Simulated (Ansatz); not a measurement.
**A relaxation, step by step**

AlH$_{4}$Br, closed shell, PBE0-D4/def2-SVP (Ansatz 0.2.0). Settings:

```yaml
hamiltonian: {xc: pbe0, dispersion: d4}
relax: {f_tol: 0.01, max_steps: 60, escape_saddle: false}
```

Start, the saddle point found with PBE0-D4 in triple zeta (not stationary at another level):

Al1  (-0.059, -0.760, -0.081)
H2  (1.406, -0.143, 0.224)
H3  (-0.403, -1.082, -1.591)
H4  (-0.866, -1.338, 1.152)
H5  (0.634, 1.384, 0.236)
Br6  (-0.712, 1.939, 0.060)
(Å)

| step | energy less the last (meV) | largest force component (eV/Å) |
| --- | --- | --- |
| 1 | 1346.7 | 0.056 |
| 2 | 1346.5 | 0.044 |
| 3 | 1346.0 | 0.021 |
| 4 | 1345.9 | 0.019 |
| 5 | 1345.7 | 0.017 |
| 6 | 1345.3 | 0.053 |
| 7 | 1344.2 | 0.331 |
| 8 | 1325.8 | 0.282 |
| 9 | 1137.5 | 0.955 |
| 10 | 686.3 | 1.345 |
| 11 (rejected trial) | 904.6 | 7.398 |
| 12 | 430.5 | 0.967 |
| 13 | 235.6 | 0.617 |
| 14 | 75.4 | 0.421 |
| 15 | 45.6 | 0.542 |
| 16 | 3.6 | 0.188 |
| 17 | 0.4 | 0.042 |
| 18 | 0.0 | 0.013 |
| 19 | 0.0 | 0.003 |

Step 4, positions (Å) and forces (eV/Å):

| atom | x | y | z | Fx | Fy | Fz |
| --- | --- | --- | --- | --- | --- | --- |
| Al1 | -0.064 | -0.762 | -0.082 | -0.008 | 0.007 | -0.001 |
| H2 | 1.398 | -0.130 | 0.224 | 0.008 | 0.007 | 0.002 |
| H3 | -0.402 | -1.090 | -1.596 | 0.002 | -0.003 | -0.007 |
| H4 | -0.866 | -1.346 | 1.155 | -0.001 | -0.004 | 0.007 |
| H5 | 0.639 | 1.381 | 0.236 | 0.014 | -0.019 | 0.001 |
| Br6 | -0.705 | 1.945 | 0.062 | -0.016 | 0.012 | -0.002 |

Step 5, positions (Å) and forces (eV/Å):

| atom | x | y | z | Fx | Fy | Fz |
| --- | --- | --- | --- | --- | --- | --- |
| Al1 | -0.065 | -0.759 | -0.082 | -0.015 | -0.001 | -0.003 |
| H2 | 1.399 | -0.126 | 0.224 | -0.013 | 0.009 | -0.001 |
| H3 | -0.401 | -1.089 | -1.597 | 0.008 | 0.003 | 0.016 |
| H4 | -0.865 | -1.345 | 1.157 | 0.012 | 0.006 | -0.011 |
| H5 | 0.636 | 1.371 | 0.235 | 0.013 | -0.017 | 0.001 |
| Br6 | -0.705 | 1.948 | 0.062 | -0.006 | 0.001 | -0.001 |

Step 9, positions (Å) and forces (eV/Å):

```json
{"atom": "Al1", "x": "-0.204", "y": "-0.598", "z": "-0.090", "Fx": "-0.785", "Fy": "0.066", "Fz": "-0.126"}
{"atom": "H2", "x": "1.266", "y": "0.126", "z": "0.225", "Fx": "0.646", "Fy": "0.139", "Fz": "0.122"}
{"atom": "H3", "x": "-0.318", "y": "-1.062", "z": "-1.593", "Fx": "0.117", "Fy": "0.000", "Fz": "-0.019"}
{"atom": "H4", "x": "-0.787", "y": "-1.321", "z": "1.185", "Fx": "0.105", "Fy": "-0.007", "Fz": "0.056"}
{"atom": "H5", "x": "0.721", "y": "0.979", "z": "0.213", "Fx": "0.872", "Fy": "-0.680", "Fz": "0.084"}
{"atom": "Br6", "x": "-0.678", "y": "1.876", "z": "0.060", "Fx": "-0.955", "Fy": "0.482", "Fz": "-0.116"}
```

Last step (19):

```xyz
6
angstrom
Al -0.6172 -0.3206 -0.1339
H 1.5973 -0.0715 0.2627
H -0.2492 -0.9169 -1.5502
H -0.7120 -1.1722 1.1938
H 1.3510 0.6556 0.2888
Br -1.3699 1.8256 -0.0612
```

Hardware: 2 CPU threads of an Intel Xeon Platinum 8375C, shared host. Wall time about 29 s.
